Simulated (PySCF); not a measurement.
Species: C₆H₉NSi.
Bonds: Si1–C2, C2–C3, C3–C4 (aromatic), C4–C5 (aromatic), C5–C6 (aromatic), C6–C7 (aromatic), C7–N8 (aromatic), C3–N8 (aromatic). Hydrogens: H9, H10, H11 on Si1; H12, H13 on C2; H14 on C4; H15 on C5; H16 on C6; H17 on C7.

The calculation used PBE0-D3(BJ)/def2-SVP geometry optimisation, gas phase (PySCF 2.14.0).

Give the optimised bond lengths and angles.

```csv
bond,length (bohr),order
Si1–C2,3.583,single
C2–C3,2.831,single
C3–C4,2.652,aromatic
C4–C5,2.626,aromatic
C5–C6,2.633,aromatic
C6–C7,2.633,aromatic
C7–N8,2.512,aromatic
C3–N8,2.525,aromatic
"Si1–H9, Si1–H10, Si1–H11",2.824,single
"C2–H12, C2–H13",2.080,single
C4–H14,2.065,single
C5–H15,2.065,single
C6–H16,2.063,single
C7–H17,2.072,single
```

Bonds in one row agree within 0.02 bohr and their mean is given. Orders are formal, as drawn. A selection of angles:
```csv
angle,degrees
Si1–C2–C3,111.5
C2–C3–C4,121.4
C2–C3–N8,116.8
C4–C3–N8,121.8
C3–C4–C5,119.0
C4–C5–C6,118.9
C5–C6–C7,117.9
C6–C7–N8,123.7
C3–N8–C7,118.7
```

Dihedral angles: Si1–C2–C3–C4 89° (synclinal). The mirror-image conformer, all signs reversed, is as good.

The 6-membered ring C3–C4–C5–C6–C7–N8 has internal angles of 117.9° to 123.7°; it is planar, 0.00 Å rms from its mean plane, widest ring torsion 0°. The 5 C–C bonds span 1.390 Å (C4–C5, aromatic) to 1.498 Å (C2–C3, drawn single), a spread of 0.108 Å. Si1 (SiH3 silicon) is tetrahedral (angles from 108.7° to 110.3°).

Point group: C1 (no symmetry element, even within 0.4 Å). Not checked by PBE0-D3(BJ)/def2-SVP frequencies. One conformer, not necessarily the lowest.
